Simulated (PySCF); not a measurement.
CF3O2S, SMILES [S](=O)(C(F)(F)F)=O, multiplicity 2. Geometry optimised at PBE-D3(BJ)/def2-SVP. The isomer is the one that the SMILES or the coordinates give; other isomers of the formula were not compared.

Computed equilibrium geometry at PBE-D3(BJ)/def2-SVP (PySCF confirms it by a frequency run) as Cartesian coordinates in Å, and its point group:
point group Cs.
```xyz
7

O      1.5034    -0.2108     1.3148
S      1.0486     0.3448     0.0000
O      1.5034    -0.2108    -1.3148
C     -0.8998    -0.0074     0.0000
F     -1.1029    -1.3198     0.0000
F     -1.4170     0.5432    -1.0934
F     -1.4170     0.5432     1.0934
```
Charge 0, spin multiplicity 2.
